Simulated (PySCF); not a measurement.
**Scandium: a sound run and one with changed settings**

Sound run: Sc [Ar] 3d1 4s2, Sc+ [Ar] 3d1 4s1. All numbers are calculated (PySCF 2.14, scalar relativity by spin-free X2C-1e, in cc-pVTZ-DK). In the sound run the correlated levels freeze [Ar]. The sound run starts from symmetry-adapted Hartree-Fock orbitals and uses a fine grid where one is needed.

Changed run: the non-relativistic Hamiltonian (point nucleus). This setting is unsound on purpose.

| species | method | sound run (hartree) | changed run (hartree) | converged |
| --- | --- | --- | --- | --- |
| Sc | UHF | -763.28505 | -758.42108 | yes |
| Sc | MN15 | -764.49242 | -759.63530 | yes |
| Sc | M06-L | n/a | -759.27141 | yes |
| Sc | MP2 | -763.31434 | -758.45016 | yes |
| Sc+ | UHF | -763.08698 | -758.22441 | yes |
| Sc+ | MN15 | -764.24418 | -759.38921 | yes |
| Sc+ | M06-L | n/a | -759.02895 | yes |
| Sc+ | MP2 | -763.09031 | -758.22767 | yes |

Ionisation energy of Sc:

| method | sound run (eV) | changed run (eV) |
| --- | --- | --- |
| UHF | 5.390 | 5.352 |
| MN15 | 6.755 | 6.697 |
| M06-L | n/a | 6.598 |
| MP2 | 6.096 | 6.054 |
| SCS-MP2 | 6.242 | 6.200 |

Most of the change in total energy is the relativistic energy itself. On top of that the contraction fixes the core shape for the Hamiltonian it was made with, so the changed run is not a good calculation with the other Hamiltonian either.

For comparison, NIST gives 6.561 eV between the lowest levels.
